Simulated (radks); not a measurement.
All-electron atom: Al7+ in [He] 2s2 2p2. All-electron calculation, scalar-relativistic Kohn-Sham, exchange-only LDA, spin-polarised, spherical densities, point nucleus; open shells are filled with parallel spins first. Program: a radial shooting solver on a logarithmic mesh with Libxc functionals.

Normalised radial functions P(r) = r R(r), r in bohr:

r,2s down
0.005701,0.1427
0.006326,0.1570
0.006963,0.1713
0.007665,0.1867
0.008437,0.2033
0.009362,0.2227
0.01031,0.2420
0.01134,0.2626
0.01259,0.2864
0.01385,0.3098
0.01525,0.3345
0.01692,0.3626
0.01863,0.3897
0.0205,0.4179
0.02257,0.4468
0.02504,0.4788
0.02757,0.5084
0.03035,0.5378
0.03367,0.5686
0.03706,0.5955
0.0408,0.6202
0.04527,0.6432
0.04983,0.6600
0.05485,0.6714
0.06038,0.6760
0.067,0.6717
0.07375,0.6576
0.08118,0.6322
0.09007,0.5902
0.09915,0.5366
0.1091,0.4675
0.1211,0.3742
0.1333,0.2705
0.1467,0.1502
0.1615,0.0140
0.1792,-0.1492
0.1973,-0.3114
0.2172,-0.4809
0.241,-0.6673
0.2652,-0.8356
0.292,-0.9940
0.324,-1.1462
0.3566,-1.2619
0.3925,-1.3471
0.4321,-1.3971
0.4794,-1.4076
0.5278,-1.3761
0.5809,-1.3067
0.6446,-1.1939
0.7096,-1.0626
0.781,-0.9140
0.8667,-0.7451
0.954,-0.5921
1.05,-0.4507
1.156,-0.3275
1.283,-0.2188
1.412,-0.1423
1.554,-0.0870
1.724,-0.0474
1.898,-0.0250

2s down: eigenvalue -282.40 eV, 1 radial node at r = 0.163 bohr, <r> = 0.558 bohr, 90 % of the charge inside 0.862 bohr.
